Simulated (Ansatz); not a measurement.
System: SiHF, charge 1, doublet. SiHF+ (parent SMILES F[SiH], doublet).
B3LYP-D3(BJ)/def2-TZVP minimum from Ansatz (a first-principles code):
```xyz
3

Si    -0.2631    -0.3345     0.3603
H     -1.0759    -1.3298    -0.4510
F      0.5288     0.6681    -0.5104
```
Charge +1, spin multiplicity 2.

Total energies in cc-pV(Q+d)Z, 11 correlated electrons, 6 frozen orbitals. Radicals and triplets start from unrestricted determinants; spin-orbit coupling is neglected. Cores are frozen in correlated methods. No relativity. The spin of HFSi+ (parent SMILES F[SiH], doublet) was assumed, and the state is the lowest solution found for it.

| method | program | energy (Eh) | minus CCSDT(Q) (mEh) |
|---|---|---|---|
| HF | Ansatz | -388.71405 | 373.60 |
| MP2 | Ansatz | -389.06610 | 21.54 |
| CCSD | Ansatz | -389.07481 | 12.84 |
| CCSD(T) | Ansatz | -389.08678 | 0.86 |
| CCSDT(Q) | Ansatz | -389.08765 | 0.00 |

Rough core times of Ansatz's runs on a shared machine: CCSD(T) 20 s, CCSDT(Q) 60 min.
